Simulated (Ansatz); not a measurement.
Computed with Ansatz on PBE0-D4/def2-TZVP structures; ΔE is electronic, products minus reactants. CBS: MP2 limit from def2 TZ/QZ plus the TZ coupled-cluster correction, frozen cores. Functionals use def2-TZVPP. For Ge outer-core shells are correlated without core-valence functions, which leaves a few kJ/mol of doubt a bond. Scalar relativity is left out up to krypton.

Consider the formal exchange of groups at a Ge–C bond: `[GeH3][C]#[C][GeH3]` + `C=C1CS1` → `[GeH3]/[CH]=C1\CS1` + `C#[C][GeH3]`.

```json
{"level": "LDA (SPW92)", "ΔE (kJ/mol)": "18.9"}
{"level": "BLYP-D4", "ΔE (kJ/mol)": "20.6"}
{"level": "B2PLYP", "ΔE (kJ/mol)": "24.7"}
{"level": "PBE-QIDH", "ΔE (kJ/mol)": "23.5"}
{"level": "r2SCAN0", "ΔE (kJ/mol)": "23.7"}
{"level": "BHLYP", "ΔE (kJ/mol)": "27.4"}
{"level": "CAM-B3LYP", "ΔE (kJ/mol)": "25.7"}
{"level": "HF/def2-QZVPP", "ΔE (kJ/mol)": "31.6"}
```

(1) What does CCSD(T)/CBS give? (An estimate is asked.)

Largest T1 diagnostic among the species: 0.013.

## Answers

(1) Ansatz gave: +20.7 kJ/mol. The listed levels differ from it by -1.8, -0.1, 4.0, 2.8, 3.0, 6.7, 5.0, 10.9 kJ/mol.

The D4 term adds −4.1 kJ/mol with B3LYP and −2.4 kJ/mol with PBE0; it sums over pairs of atoms, weighted by their polarisabilities, and B3LYP, whose exchange is more repulsive, gets the larger term. In def2-TZVPP, CCSD(T) changes the Hartree–Fock value by −8.2 kJ/mol (the triples alone add −1.2 kJ/mol) and MP2 by −9.7 kJ/mol. At CCSD(T), def2-SVP lies +3.3 kJ/mol from the extrapolated value and def2-TZVPP +2.6 kJ/mol.

B3LYP here is the variant with VWN-RPA as its local correlation; programs differ in this.
